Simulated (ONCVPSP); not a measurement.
# silicon: excitation energies, all-electron against ONCV

ONCVPSP 4.0.1 input, shortened (lines: element, Z, core and valence counts, functional; n l f; lmax; l rc ep ncon nbas qcut; lloc lpopt rc5 dvloc0; l nproj debl; icmod fcfact rcfact), PBEsol, non-relativistic:

```
  Si 14.00    1    3  -116133      upf
    1    0    2.00
    2    0    2.00
    2    1    6.00
    3    0    1.00
    2
    0    0.75    0.00    5    8   14.80
    1    0.75    0.00    4    7   19.60
    2    0.65    0.03    4    8   15.40
    4    5    0.45   -1.00
    0    3    3.70
    1    2    3.70
    2    1    3.40
    3    2.50    1.00
```

In the p channel the program set the typed energies aside and used -4.846, 0.250 Ha.

Energies are relative to the spin-unpolarised reference configuration 2s2 2p6 3s1; without spin polarisation the order of configurations can differ from experiment.

```
valence configuration  charge  ΔE all-electron (eV)  error AE − PS (meV)
      2s2 2p6 3s2 3p1      +1               -49.805                 +0.1
          2s2 2p6 3s2      +2               -33.830                 -0.4
    2s2 2p6 3s2 3p1.5    +0.5               -54.615                 +0.5
```

(1) What are ΔE and the potential's error for 2s2 2p6 3s2 3p2?

Answers

(1) ΔE = -57.529 eV all-electron; the error (AE − PS) is +0.8 meV.
